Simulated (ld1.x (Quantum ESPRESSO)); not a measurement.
## u(r) = r·R(r): atom against pseudo-atom (Cd)

Columns: radius, all-electron u(r) and pseudo u(r) of the 5p shell (level -1.14 eV) of cadmium in the configuration [Kr] 4d10 5s2 5p0; PBEsol, scalar-relativistic, RRKJ scheme, ld1.x (Quantum ESPRESSO) 7.5.

| r (bohr) | all-electron | pseudo |
| --- | --- | --- |
| 0.113 | 0.0334 | -0.0012 |
| 0.225 | -0.1020 | -0.0049 |
| 0.338 | -0.0757 | -0.0110 |
| 0.450 | 0.0301 | -0.0193 |
| 0.563 | 0.1241 | -0.0299 |
| 0.675 | 0.1723 | -0.0427 |
| 0.788 | 0.1760 | -0.0577 |
| 0.900 | 0.1470 | -0.0750 |
| 1.013 | 0.0978 | -0.0948 |
| 1.125 | 0.0392 | -0.1168 |
| 1.238 | -0.0230 | -0.1416 |
| 1.350 | -0.0836 | -0.1686 |
| 1.463 | -0.1411 | -0.1979 |
| 1.575 | -0.1935 | -0.2287 |
| 1.688 | -0.2411 | -0.2607 |
| 1.800 | -0.2831 | -0.2926 |
| 1.913 | -0.3204 | -0.3240 |
| 2.025 | -0.3526 | -0.3536 |
| 2.138 | -0.3807 | -0.3808 |
| 2.250 | -0.4045 | -0.4045 |
| 2.363 | -0.4249 | -0.4249 |
| 2.475 | -0.4417 | -0.4417 |
| 2.588 | -0.4557 | -0.4557 |
| 2.700 | -0.4668 | -0.4668 |
| 2.813 | -0.4756 | -0.4756 |
| 2.925 | -0.4821 | -0.4821 |

How many radial nodes do the two functions have?

The all-electron 5p function has n − l − 1 = 3; the pseudo-wave has 0, since the states of the same l below it are removed with the core.

At about which radius was the pseudo-wave matched?

2.25 bohr, where the columns begin to agree (steps of 0.11 bohr).

Is the pseudo-wave norm-conserving?

Yes: the RRKJ scheme keeps the norm inside the radius equal to the all-electron one, which fixes the energy derivative of the logarithmic derivative at the level.
